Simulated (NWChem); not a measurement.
Molecule: C$_{2}$H$_{5}$FN$_{2}$Si; SMILES N[Si@@H]1C=N[C@@H]1F

```xyz
11

N      0.7060     1.9388     0.4854
Si    -0.2321     0.8358    -0.4235
C     -1.5241    -0.2569     0.4334
N     -0.9179    -1.3794     0.2572
C      0.2912    -1.0232    -0.4991
F      1.4189    -1.3585     0.2038
H      1.1931     1.6818     1.3350
H      0.9792     2.8465     0.1334
H     -0.6281     1.5640    -1.6688
H     -2.4970    -0.2259     0.9471
H      0.3124    -1.5756    -1.4559
```
Atoms are numbered in this order, from 1.

Results from NWChem. Geometry: optimised at PBE0/def2-SVP. Vertical excitations in the gas phase.

### Question
Predict the results for B3LYP/def2-SVP, TDA. Quantities: lowest excitation, singlet (eV); oscillator strength of that lowest state; orbital gap (eV).

### Answer
```json
{
 "lowest excitation, singlet (eV)": "4.08",
 "oscillator_strength_of_that_lowest_state": "0.001",
 "orbital gap (eV)": "5.53"
}
```
